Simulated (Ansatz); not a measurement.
Geometry optimisation, UKS PBE0-D4/def2-SVP in Ansatz 0.2.0.

Input file:

```yaml
crystal:
  periodic: [false, false, false]
  atoms:
    - { symbol: B, position_ang: [0.0, 0.0, 0.0] }
    - { symbol: F, position_ang: [0.0, 0.0, 1.57] }
    - { symbol: F, position_ang: [1.1431, 0.0, -0.66] }
    - { symbol: H, position_ang: [-1.0305, 0.0, -0.595] }
    - { symbol: Cl, position_ang: [0.0, 0.0, 3.37] }
magnetization:
  spin_polarized: true
  initial_magnetization: 1
basis:
  gaussian: { orbitals: def2-SVP }
hamiltonian:
  xc: pbe0
  dispersion: d4
relax:
  f_tol: 0.15
  max_steps: 25
  restrain:
    - { distance: [1, 4], at: 2.7, k: 30.0 }
    - { distance: [0, 1], at: 1.32, k: 30.0 }
```

Command:

```bash
$ ansatz run input.yaml --threads 1 --pin off --max-ram 2048MiB --backend cpu --events-out ev --progress --plain --runs-dir out
```

**Question.** Where does it end, and by what steps?

**Answer.** It converged. The restraints hold the end off the free minimum; the threshold counts their pulls, which the force column leaves out. Restrained pairs: F2–Cl5 (1.80 → 2.70 Å), B1–F2 (1.57 → 1.32 Å). After 4 steps the energy has fallen by 2.624 eV (the restraints' own energy left out); Cl5 moved furthest, 0.57 Å. The start is strongly strained (largest force component 11 eV/Å), so its close contacts needn't be bonds.

```
step  energy less start (eV)  largest force component (eV/Å)  accepted
   0                  0.0000                          11.227       yes
   1                 -2.1703                           4.136       yes
   2                 -2.5042                           2.596       yes
   3                 -2.6227                           0.380       yes
   4                 -2.6244                           0.153       yes
```

```xyz
5
Properties=species:S:1:pos:R:3
B -0.004 0.000 -0.088
F 0.011 0.000 1.231
F 1.148 0.000 -0.709
H -1.046 0.000 -0.685
Cl 0.004 0.000 3.935
```

Run time: 14 s on 1 thread of Intel(R) Xeon(R) 6975P-C (Granite Rapids), with other jobs on the host, peak memory 0.17 GiB.
